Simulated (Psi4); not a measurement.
Job for Psi4: SAPT0/jun-cc-pV(D+d)Z on C2H10Si (a complex), monomers drawn apart or pushed together.

```
memory 1800 MB

molecule dimer {
0 1
C    -0.08744108    0.01240354    0.32097134
H    -0.33357381   -0.40106950   -0.65602036
H     0.57247743   -0.67456127    0.84870774
H     0.41208120    0.97190498    0.19233665
H    -1.00193496    0.15110197    0.89594749
--
0 1
C     0.57043179    1.14073030    3.58429388
Si   -0.23272056   -0.53932859    3.80743260
H     0.65760490    1.39176593    2.52639689
H     1.57126274    1.15315708    4.01975089
H    -0.01892170    1.92015976    4.07071381
H    -1.59390343   -0.55322345    3.21887649
H    -0.34666478   -0.87412861    5.24839831
H     0.57034005   -1.59720359    3.14749839
units angstrom
symmetry c1
no_reorient
no_com
}

set {
  basis jun-cc-pV(D+d)Z
  scf_type df
  freeze_core true
}

energy('sapt0')
```

Program output:

```
[...]
==> Input File <==

--------------------------------------------------------------------------
memory 1800 MB

molecule dimer {
0 1
C    -0.08744108    0.01240354    0.32097134
H    -0.33357381   -0.40106950   -0.65602036
H     0.57247743   -0.67456127    0.84870774
H     0.41208120    0.97190498    0.19233665
H    -1.00193496    0.15110197    0.89594749
--
0 1
C     0.57043179    1.14073030    3.58429388
Si   -0.23272056   -0.53932859    3.80743260
H     0.65760490    1.39176593    2.52639689
H     1.57126274    1.15315708    4.01975089
H    -0.01892170    1.92015976    4.07071381
H    -1.59390343   -0.55322345    3.21887649
H    -0.34666478   -0.87412861    5.24839831
H     0.57034005   -1.59720359    3.14749839
units angstrom
symmetry c1
no_reorient
no_com
}

set {
  basis jun-cc-pV(D+d)Z
  scf_type df
  freeze_core true
}

energy('sapt0')
--------------------------------------------------------------------------


   => Loading Basis Set <=

    Name: JUN-CC-PV(D+D)Z
    Role: ORBITAL
    Keyword: BASIS
    atoms 1, 6      entry C          line   188 file jun-cc-pv_dpd_z.gbs
    atoms 2-5, 8-13 entry H          line    60 file jun-cc-pv_dpd_z.gbs
    atoms 7         entry SI         line   566 file jun-cc-pv_dpd_z.gbs

   => Loading Basis Set <=

    Name: JUN-CC-PV(D+D)Z
    Role: ORBITAL
    Keyword: BASIS
    atoms 1, 6      entry C          line   188 file jun-cc-pv_dpd_z.gbs
    atoms 2-5, 8-13 entry H          line    60 file jun-cc-pv_dpd_z.gbs
    atoms 7         entry SI         line   566 file jun-cc-pv_dpd_z.gbs


  //>>>>>>>>>>>>>>>>>>>>>>>>>>>>>>>>>>>//
  //              Dimer HF             //
  //<<<<<<<<<<<<<<<<<<<<<<<<<<<<<<<<<<<//

   => Libint2 <=

    Primary   basis highest AM E, G, H:  7, 6, 3
    Auxiliary basis highest AM E, G, H:  7, 7, 4
    Onebody   basis highest AM E, G, H:  -, -, -
    Solid Harmonics ordering:            Gaussian


   => Loading Basis Set <=

    Name: JUN-CC-PV(D+D)Z
    Role: ORBITAL
    Keyword: BASIS
    atoms 1, 6      entry C          line   188 file jun-cc-pv_dpd_z.gbs
    atoms 2-5, 8-13 entry H          line    60 file jun-cc-pv_dpd_z.gbs
    atoms 7         entry SI         line   566 file jun-cc-pv_dpd_z.gbs


         ---------------------------------------------------------
                                   SCF
               by Justin Turney, Rob Parrish, Andy Simmonett
                          and Daniel G. A. Smith
                              RHF Reference
                        1 Threads,   1716 MiB Core
         ---------------------------------------------------------

  ==> Geometry <==

    Molecular point group: c1
    Full point group: C1

    Geometry (in Angstrom), charge = 0, multiplicity = 1:

       Center              X                  Y                   Z               Mass
    ------------   -----------------  -----------------  -----------------  -----------------
         C           -0.087441080000     0.012403540000     0.320971340000    12.000000000000
         H           -0.333573810000    -0.401069500000    -0.656020360000     1.007825032230
         H            0.572477430000    -0.674561270000     0.848707740000     1.007825032230
         H            0.412081200000     0.971904980000     0.192336650000     1.007825032230
         H           -1.001934960000     0.151101970000     0.895947490000     1.007825032230
         C            0.570431790000     1.140730300000     3.584293880000    12.000000000000
         SI          -0.232720560000    -0.539328590000     3.807432600000    27.976926534650
         H            0.657604900000     1.391765930000     2.526396890000     1.007825032230
         H            1.571262740000     1.153157080000     4.019750890000     1.007825032230
         H           -0.018921700000     1.920159760000     4.070713810000     1.007825032230
         H           -1.593903430000    -0.553223450000     3.218876490000     1.007825032230
         H           -0.346664780000    -0.874128610000     5.248398310000     1.007825032230
         H            0.570340050000    -1.597203590000     3.147498390000     1.007825032230

  Running in c1 symmetry.

  Rotational constants: A =      0.34368  B =      0.02567  C =      0.02431 [cm^-1]
  Rotational constants: A =  10303.25701  B =    769.44758  C =    728.77368 [MHz]
  Nuclear repulsion =  114.871068443725392

  Charge       = 0
  Multiplicity = 1
  Electrons    = 36
  Nalpha       = 18
  Nbeta        = 18

  ==> Algorithm <==

  SCF Algorithm Type is DF.
  DIIS enabled.
  MOM disabled.
  Fractional occupation disabled.
  Guess Type is SAD.
  Energy threshold   = 1.00e-08
  Density threshold  = 1.00e-08
  Integral threshold = 1.00e-12

  ==> Primary Basis <==

  Basis Set: JUN-CC-PV(D+D)Z
    Blend: JUN-CC-PV(D+D)Z
    Number of shells: 57
    Number of basis functions: 113
    Number of Cartesian functions: 117
    Spherical Harmonics?: true
    Max angular momentum: 2

   => Loading Basis Set <=

    Name: (JUN-CC-PV(D+D)Z
[...]
   103A      3.027181
     104A      3.447729   105A      3.452586   106A      3.470445
     107A      3.482120   108A      3.518445   109A      3.551834
     110A      5.043284   111A      5.048293   112A      5.059847
     113A     18.432829

    Final Occupation by Irrep:
              A
    DOCC [    13 ]
    NA   [    13 ]
    NB   [    13 ]

  @DF-RHF Final Energy:  -330.29958606228922

   => Energetics <=

    Nuclear Repulsion Energy =             62.8326758526657514
    One-Electron Energy =                -580.3716824118805562
    Two-Electron Energy =                 187.2394204969256180
    Total Energy =                       -330.2995860622892224

Computation Completed


Properties will be evaluated at   0.000000,   0.000000,   0.000000 [a0]

Properties computed using the SCF density matrix


 Multipole Moments:

 ------------------------------------------------------------------------------------
     Multipole            Electronic (a.u.)      Nuclear  (a.u.)        Total (a.u.)
 ------------------------------------------------------------------------------------

 L = 1.  Multiply by 2.5417464519 to convert [e a0] to [Debye]
 Dipole X            :         -1.7739595            1.8977021            0.1237425
 Dipole Y            :         -1.1288915            1.3876423            0.2587508
 Dipole Z            :       -183.4132832          183.3817717           -0.0315114
 Magnitude           :                                                    0.2885431

 ------------------------------------------------------------------------------------

  Constructing Basis Sets for SAPT...

   => Loading Basis Set <=

    Name: (JUN-CC-PV(D+D)Z AUX)
    Role: RIFIT
    Keyword: DF_BASIS_SAPT
    atoms 1, 6      entry C          line   100 file jun-cc-pvdz-ri.gbs
    atoms 2-5, 8-13 entry H          line    30 file jun-cc-pvdz-ri.gbs
    atoms 7         entry SI         line   376 file jun-cc-pvdz-ri.gbs

   => Loading Basis Set <=

    Name: (JUN-CC-PV(D+D)Z AUX)
    Role: JKFIT
    Keyword: DF_BASIS_ELST
    atoms 1, 6      entry C          line   146 file jun-cc-pvdz-jkfit.gbs
    atoms 2-5, 8-13 entry H          line    70 file jun-cc-pvdz-jkfit.gbs
    atoms 7         entry SI         line   506 file jun-cc-pvdz-jkfit.gbs


  //>>>>>>>>>>>>>>>>>>>>>>>>>>>>>>>>>>>//
  //               SAPT0               //
  //<<<<<<<<<<<<<<<<<<<<<<<<<<<<<<<<<<<//



        SAPT0
    Ed Hohenstein
     6 June 2009

      Orbital Information
  --------------------------
    NSO        =       113
    NMO        =       113
    NRI        =       355
    NRI (Elst) =       509
    NOCC A     =         5
    NOCC B     =        13
    FOCC A     =         1
    FOCC B     =         6
    NVIR A     =       108
    NVIR B     =       100

    Elst10,r            =    -0.002835249304 [Eh]
    Exch10              =     0.008356766290 [Eh]
    Exch10 (S^2)        =     0.008334171586 [Eh]

    Maxiter = 50
    CPHF R converge = 1.000000E-08

    Iter     Energy [mEh]          dE [mEh]         Residual      Time [s]
       1      -0.75807918       0.758079182     3.785748e-03             0
       2      -0.93433175       0.176252572     5.256721e-04             0
       3      -0.93307265      -0.001259105     1.263873e-04             0
       4      -0.93215561      -0.000917039     3.197108e-05             0
       5      -0.93216310       0.000007493     6.158230e-06             0
       6      -0.93221759       0.000054484     7.771375e-07             0
       7      -0.93221133      -0.000006256     1.260101e-07             0
       8      -0.93221201       0.000000678     1.676884e-08             0
       9      -0.93221195      -0.000000058     2.041632e-09             0

    CHF Iterations converged

    Maxiter = 50
    CPHF R converge = 1.000000E-08

    Iter     Energy [mEh]          dE [mEh]         Residual      Time [s]
       1      -0.51612710       0.516127096     2.951193e-03             0
       2      -0.62661375       0.110486651     4.074267e-04             0
       3      -0.62625627      -0.000357482     1.233196e-04             0
       4      -0.62519956      -0.001056708     2.603928e-05             0
       5      -0.62529104       0.000091479     6.649889e-06             0
       6      -0.62531710       0.000026063     1.433231e-06             0
       7      -0.62531010      -0.000007004     2.556803e-07             0
       8      -0.62531049       0.000000392     5.718080e-08             0
       9      -0.62531057       0.000000082     8.561119e-09             0

    CHF Iterations converged

    Ind20,r (A<-B)      =    -0.000932211951 [Eh]
    Ind20,r (B<-A)      =    -0.000625310570 [Eh]
    Ind20,r             =    -0.001557522521 [Eh]
    Exch-Ind20,r (A<-B) =     0.000739593566 [Eh]
    Exch-Ind20,r (B<-A) =     0.000567448653 [Eh]
    Exch-Ind20,r        =     0.001307042219 [Eh]
    Disp20              =    -0.004218400386 [Eh]
    Disp20 (SS)         =    -0.002109200193 [Eh]
    Disp20 (OS)         =    -0.002109200193 [Eh]
    Exch-Disp20         =     0.000496253572 [Eh]
    Exch-Disp20 (SS)    =     0.000282433531 [Eh]
    Exch-Disp20 (OS)    =     0.000213820041 [Eh]

    SAPT Results
  --------------------------------------------------------------------------------------------------------
    Electrostatics                 -2.83524930 [mEh]      -1.77914580 [kcal/mol]      -7.44394602 [kJ/mol]
      Elst10,r                     -2.83524930 [mEh]      -1.77914580 [kcal/mol]      -7.44394602 [kJ/mol]

    Exchange                        8.35676629 [mEh]       5.24395002 [kcal/mol]      21.94068687 [kJ/mol]
      Exch10                        8.35676629 [mEh]       5.24395002 [kcal/mol]      21.94068687 [kJ/mol]
      Exch10(S^2)                   8.33417159 [mEh]       5.22977163 [kcal/mol]      21.88136448 [kJ/mol]

    Induction                      -0.74327540 [mEh]      -0.46641235 [kcal/mol]      -1.95146929 [kJ/mol]
      Ind20,r                      -1.55752252 [mEh]      -0.97736014 [kcal/mol]      -4.08927482 [kJ/mol]
      Exch-Ind20,r                  1.30704222 [mEh]       0.82018138 [kcal/mol]       3.43163887 [kJ/mol]
      delta HF,r (2)               -0.49279510 [mEh]      -0.30923359 [kcal/mol]      -1.29383335 [kJ/mol]

    Dispersion                     -3.72214681 [mEh]      -2.33568239 [kcal/mol]      -9.77249511 [kJ/mol]
      Disp20                       -4.21840039 [mEh]      -2.64708621 [kcal/mol]     -11.07540869 [kJ/mol]
      Exch-Disp20                   0.49625357 [mEh]       0.31140382 [kcal/mol]       1.30291358 [kJ/mol]
      Disp20 (SS)                  -2.10920019 [mEh]      -1.32354310 [kcal/mol]      -5.53770434 [kJ/mol]
      Disp20 (OS)                  -2.10920019 [mEh]      -1.32354310 [kcal/mol]      -5.53770434 [kJ/mol]
      Exch-Disp20 (SS)              0.28243353 [mEh]       0.17722972 [kcal/mol]       0.74152913 [kJ/mol]
      Exch-Disp20 (OS)              0.21382004 [mEh]       0.13417410 [kcal/mol]       0.56138444 [kJ/mol]

  Total HF                          4.77824159 [mEh]       2.99839186 [kcal/mol]      12.54527156 [kJ/mol]
  Total SAPT0                       1.05609477 [mEh]       0.66270948 [kcal/mol]       2.77277645 [kJ/mol]

  Special recipe for scaled SAPT0 (see Manual):
    Electrostatics sSAPT0          -2.83524930 [mEh]      -1.77914580 [kcal/mol]      -7.44394602 [kJ/mol]
    Exchange sSAPT0                 8.35676629 [mEh]       5.24395002 [kcal/mol]      21.94068687 [kJ/mol]
    Induction sSAPT0               -0.73261602 [mEh]      -0.45972349 [kcal/mol]      -1.92348309 [kJ/mol]
    Dispersion sSAPT0              -3.71809969 [mEh]      -2.33314278 [kcal/mol]      -9.76186940 [kJ/mol]
  Total sSAPT0                      1.07080127 [mEh]       0.67193794 [kcal/mol]       2.81138836 [kJ/mol]
  --------------------------------------------------------------------------------------------------------



*** Psi4 exiting successfully. Buy a developer a beer!
```

The run finished.

Cost: very roughly 6 core-seconds.
